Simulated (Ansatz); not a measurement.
Conformers of C5H10S (SMILES C1CCSCC1), B3LYP-D3(BJ)/def2-TZVP minima from an xTB search, which can miss the lowest.
Conformer 1 (charge 0, multiplicity 1):
```xyz
16

C     -0.1112    -0.8114     0.8764
C     -1.3619    -0.3015     0.1575
C     -1.1970     1.1185    -0.3731
S      0.1592     1.2676    -1.5797
C      1.4859     0.5510    -0.5582
C      1.1326    -0.8291    -0.0145
H     -0.2973    -1.8167     1.2614
H      0.0833    -0.1765     1.7486
H     -1.6044    -0.9671    -0.6754
H     -2.2123    -0.3246     0.8463
H     -2.0932     1.4506    -0.8976
H     -1.0171     1.8168     0.4489
H      1.7125     1.2394     0.2606
H      2.3625     0.5080    -1.2049
H      1.9840    -1.2122     0.5569
H      0.9744    -1.5126    -0.8533
```
Conformer 2 (charge 0, multiplicity 1, Z-matrix in Å and degrees):
```
C
H 1 1.0928
H 1 1.0928 2 106.33
C 1 1.5386 2 108.70 3 -117.95
H 4 1.0925 1 110.22 2 -36.28
H 4 1.0932 5 106.50 1 -118.67
C 4 1.5232 5 108.37 6 -117.78
H 7 1.0895 4 111.28 5 64.27
H 7 1.0917 8 107.77 4 -121.69
C 1 1.5387 2 109.63 3 117.33
H 10 1.0925 1 110.22 2 -152.07
H 10 1.0932 11 106.50 1 -118.68
C 10 1.5232 11 108.37 12 -117.78
H 13 1.0895 10 111.28 11 64.26
H 13 1.0917 14 107.77 10 -121.69
S 13 1.8335 14 105.52 15 -117.03
```

Cores are frozen in the correlated methods. MP2 and its Hartree–Fock in cc-pV(Q+d)Z are density fitted.

Codes used: Ansatz (a first-principles code). Values without a source in brackets are computed.

The energy of conformer 2 above conformer 1 is E(conformer 2) − E(conformer 1). Total energies (hartree):

```json
[
 {"level": "HF/cc-pV(T+d)Z", "conformer 2": "-592.7758538", "conformer 1": "-592.7844496"},
 {"level": "MP2/cc-pV(T+d)Z", "conformer 2": "-593.8164087", "conformer 1": "-593.8243665"},
 {"level": "HF/cc-pV(Q+d)Z", "conformer 2": "-592.7913844", "conformer 1": "-592.7999984"},
 {"level": "MP2/cc-pV(Q+d)Z", "conformer 2": "-593.8998059", "conformer 1": "-593.9077816"},
 {"level": "CCSD(T)/cc-pV(T+d)Z", "conformer 2": "-593.9259584", "conformer 1": "-593.9336316"}
]
```

Q: Work out the energy of conformer 2 above conformer 1 at the basis-set limit: extrapolate the MP2 correlation part as X⁻³, take Hartree–Fock from the larger set, and add the CCSD(T) − MP2 difference of cc-pV(T+d)Z.

A: 
1. Differences (1 hartree = 627.509 kcal/mol): HF/cc-pV(T+d)Z 5.394; MP2/cc-pV(T+d)Z 4.994; HF/cc-pV(Q+d)Z 5.405; MP2/cc-pV(Q+d)Z 5.005; CCSD(T)/cc-pV(T+d)Z 4.815.
2. Correlation parts, MP2 less HF: -0.400 in cc-pV(T+d)Z (X = 3), -0.400 in cc-pV(Q+d)Z (X = 4).
3. Limit (4³·(-0.400) − 3³·(-0.400))/(4³ − 3³) = -0.401; with HF/cc-pV(Q+d)Z it gives 5.005.
4. CCSD(T) less MP2 in cc-pV(T+d)Z: -0.179.
Result: 4.83 kcal/mol, against 4.99 at MP2/cc-pV(T+d)Z. It is an estimate of this method's limit, not of the exact value.
